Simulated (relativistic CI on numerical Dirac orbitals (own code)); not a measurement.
## Sensitivity of the levels of Al7+ to α

Calculated at this level of theory: Dirac-Coulomb-Breit CI, separate exchange-only KLI orbitals for each configuration, derivatives by finite differences, unscaled Slater integrals, QED left out (own radial code, finite nucleus).

Configurations in the expansion (outside the closed core 1s2): 2s2.2p2, 2s.2p3, 2p4, 2s2.2p.3s, 2p3.3s, 2s2.2p.3p, 2p3.3p, 2s2.2p.3d. Levels of other configurations are missing.

With x = (α/α₀)² − 1 an excitation energy changes as ω = ω₀ + qx; K = 2q/ω₀ is the relative enhancement. Terms are leading LS components, so labels can repeat.

Lowest level 2s2.2p2 3P_0.

```
       Level  ω₀ (cm⁻¹)  q (cm⁻¹)       K
2s2.2p2 3P_1       1696      1893    2.23
2s2.2p2 3P_2       4379      4483    2.05
2s2.2p2 1D_2      49276      3434   0.139
2s2.2p2 1S_0      92935      4130  0.0889
2s.2p3 5S°_2     122404      7910   0.129
2s.2p3 3D°_3     263251      7954  0.0604
2s.2p3 3D°_2     263368      7931  0.0602
2s.2p3 3D°_1     263475      8063  0.0612
2s.2p3 3P°_1     309916      8421  0.0543
2s.2p3 3P°_2     309955      8554  0.0552
2s.2p3 3P°_0     309973      8426  0.0544
2s.2p3 1D°_2     410575      8553  0.0417
2s.2p3 3S°_1     417042      8477  0.0407
```

At this charge configurations can still be misplaced by up to about 7 % of their energy.
